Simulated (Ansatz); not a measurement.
Reactions of C2H2BF (`BC#CF`).

Calculated with Ansatz (gas phase, PBE0-D4/def2-TZVP geometries, no zero-point term in ΔE). CCSD(T)/CBS is the MP2 limit (def2-TZVPP, def2-QZVPP) plus CCSD(T) − MP2 in def2-TZVPP, frozen cores. This one scheme is used for every species. DFT in def2-TZVPP. For Ga, Ge outer-core shells are correlated without core-valence functions, which leaves a few kJ/mol of doubt a bond. Scalar relativity is left out up to krypton. Each species was taken in one conformer, which may not be the lowest.

```
                                                      reaction  ωB97X-V (kJ/mol)  CCSD/CBS(def2) (kJ/mol)
         `BC#CF` + `N=C(O)[SiH3]` → `B/N=C(/O)[SiH3]` + `C#CF`               -47                      -47
                              `BC#CF` + CH₃OH → `OCC#CF` + BH₃                85                       88
              `BC#CF` + `[NH2][GaH2]` → `B[NH][GaH2]` + `C#CF`               -72                      -73
      `BC#CF` + `C[SiH2][GaH2]` → `[BH2][GaH][SiH2]C` + `C#CF`                72                       64
          `BC#CF` + `F[CH2][GeH3]` → `B[CH](F)[GeH3]` + `C#CF`                39                       39
                       `BC#CF` + `CB(N)N` → `BNB(C)N` + `C#CF`               -71                      -73
`BC#CF` + `[OH][Al]([Cl])[Cl]` → `B[O][Al]([Cl])[Cl]` + `C#CF`               -76                      -79
```

Question: Give the CCSD(T)/CBS values in the same order. (Estimate.)

Answer: Computed: -48, 89, -73, 65, 37, -73, -76 kJ/mol.

Largest T1 diagnostic: 0.015, for `B/N=C(/O)[SiH3]`.
